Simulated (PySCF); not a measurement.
**r2SCAN on Ni⁻ (nickel, charge -1)**

Configuration: [Ar] 3d9 4s2, 2D determinant. Computed with PySCF 2.14 in aug-cc-pVTZ with one added diffuse shell each of s, p, d, f, g type (9s8p6d4f3g, 118 functions), with the non-relativistic Hamiltonian (point nucleus).

| Quantity | Value |
| --- | --- |
| Total energy | -1508.326 hartree |
| One-electron energy | -2103.688 hartree |
| Hartree (Coulomb) energy | 658.650 hartree |
| Exchange-correlation energy | -63.287 hartree |
| Kinetic energy | 1506.40438 hartree |
| ⟨S²⟩ | 0.7651 |
| ⟨L²⟩ | 6.065 |
| Sum of ⟨r⟩ | 26.13 bohr |
| Sum of ⟨r²⟩ | 63.33 bohr² |
| Traceless quadrupole moment −½Σ⟨3z² − r²⟩ along its main axis | -0.891 e·bohr² |
| Density at the nucleus (Gaussians lack the cusp) | 14800 bohr⁻³ |
| Spin density at the nucleus | 0.538 bohr⁻³ |
| Langevin diamagnetic susceptibility | -50.2 ×10⁻⁶ cm³/mol |
| Time after the integrals | about 13 core-seconds |

```csv
shell,electrons,mean orbital energy (eV),spread (eV),"rms radius, mean of both spins (bohr)"
1s α,1,-8137.6,0,0.0635
1s β,1,-8137.6,0,0.0635
2s α,1,-961.52,0,0.269
2s β,1,-960.77,0,0.269
2p α,3,-836.25,0.905,0.240
2p β,3,-835.68,0.383,0.240
3s α,1,-101.24,0,0.808
3s β,1,-99.479,0,0.808
3p α,3,-62.511,1.850,0.857
3p β,3,-60.828,0.127,0.857
3d α,5,0.533,2.086,1.44
4s α,1,0.690,0,4.39
4s β,1,0.835,0,4.39
3d β,4,1.558,1.759,1.44
```

At r2SCAN the highest occupied level has a positive energy, so only the finite basis holds that electron; in a semilocal or global hybrid functional this comes from self-interaction and does not mean that the real anion is unbound.
